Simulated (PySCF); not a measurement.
## Correlation energy of Co+ (cobalt, charge +1)

[Ar] 3d7 4p1, one real determinant (an excited configuration). All numbers are calculated (PySCF 2.14, scalar relativity by spin-free X2C-1e, in ANO-RCC-VTZP). Frozen: [Ne]; 16 electrons correlated.

```csv
level,correlation energy (mhartree)
CCSD,-467.27
(T),-9.48
CCSD(T),-476.75
```

Diagnostics: T1 = 0.0099, D1 = 0.0323, largest double amplitude 0.036.

The real determinant used has ⟨L²⟩ near 14 against 20 for a pure G term, so it mixes terms.

Cost of the coupled-cluster step: of the order of 40 core-seconds, for 16 correlated electrons.

The basis was made for the ground configuration and has no added diffuse functions, which can raise the energy of the promoted electron.

The reference is one real determinant that mixes LS terms of this configuration.
